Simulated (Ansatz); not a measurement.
Start from `OBCl` and change one atom or group to get `O[BH][SbH2]`.

Ansatz, PBE0-D4/def2-TZVP geometries, multiplicity 1. Each molecule was computed in one conformer, which needn't be the lowest.

Elements past krypton have def2 core potentials.

```csv
property,`OBCl`
size of the dipole moment (ωB97M-V/def2-TZVPP) / D,1.12
HOMO–LUMO gap (ωB97M-V/def2-TZVPP) / eV,13.08
"ideal-gas entropy at 298 K and 1 bar (rigid rotor, harmonic PBE0-D4/def2-TZVP) / J/(mol·K)",265
size of the dipole moment (B3LYP/def2-TZVPP) / D,1.10
LUMO energy (PBE/def2-TZVPP) / eV,-1.40
HOMO energy (PBE/def2-TZVPP) / eV,-7.71
```

**Question.** Give the same properties after the change, and the shifts. (An estimate is asked.)

**Answer.** The calculation gave: 
```tsv
property	`O[BH][SbH2]`	shift
size of the dipole moment (ωB97M-V/def2-TZVPP) / D	1.01	-0.11
HOMO–LUMO gap (ωB97M-V/def2-TZVPP) / eV	10.00	-3.08
ideal-gas entropy at 298 K and 1 bar (rigid rotor, harmonic PBE0-D4/def2-TZVP) / J/(mol·K)	310	45
size of the dipole moment (B3LYP/def2-TZVPP) / D	1.00	-0.10
LUMO energy (PBE/def2-TZVPP) / eV	-1.84	-0.44
HOMO energy (PBE/def2-TZVPP) / eV	-5.90	1.81
```

With PBE0 the HOMO rises by 2.20 eV and the LUMO falls by 0.52 eV, so the gap narrows by about 2.72 eV. PBE moves the HOMO by 1.81 eV and ωB97M-V by 2.45 eV. The zero-point energy changes by 31.6 kJ/mol with +6 modes. Dipoles are sizes alone; their direction can turn.

B3LYP here is the variant with VWN-RPA as its local correlation; programs differ in this.

Spin–orbit coupling is left out; it splits and shifts lone-pair levels of the heavy atoms by tenths of an eV.
